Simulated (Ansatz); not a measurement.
Ideal-gas functions of Cl2I2Si (`Cl[Si](Cl)(I)I`) at 600 K and 1 bar, from an Ansatz frequency run at PBE0-D4/def2-TZVP.

Molar mass 352.8 g/mol, point group C2v (symmetry number 2), electronic degeneracy 1, moments of inertia 573.358, 1196.736, 1384.512 u Å². Harmonic wavenumbers (cm⁻¹, unscaled): 78, 105, 147, 155, 157, 279, 440, 551, 600.

Use S(trans) = R[1.5 ln M + 2.5 ln T − 1.1517]; rotational temperatures θ = 24.2544 K / I; S(rot) = R[ln(√π/σ · √(T³/θAθBθC)) + 1.5]; for each mode x = 1.438777 ν̃/T, S = R[x/(eˣ − 1) − ln(1 − e⁻ˣ)] and H = RT x/(eˣ − 1); 1 cm⁻¹ = 0.0119627 kJ/mol; R = 8.31446 J/(mol·K).

Task: By hand: the entropy, in J/(mol·K).

Result: Translation 196.5. Rotation: θ = 0.0423, 0.0203, 0.0175 K, giving 137.4. Vibration, mode by mode: 22.27, 19.80, 17.03, 16.59, 16.49, 11.81, 8.24, 6.58, 5.97, in all 124.8. Electronic 0.0. Sum 458.7 J/(mol·K).

Task: By hand: H − E and G − E in kJ/mol, counted from the electronic energy.

Result: Zero-point energy ½ × 2512 × 0.0119627 = 15.0; thermal vibration 32.3; translation, rotation and pV give 4 RT = 20.0. H − E = 67.3 kJ/mol, and G − E = 67.3 − 600 × 458.7/1000 = -207.9 kJ/mol.

Vibration gives 27 % of the entropy, 59.1 J/(mol·K) of it from the modes under 150 cm⁻¹: soft modes count most, and the harmonic formula is weakest for them.
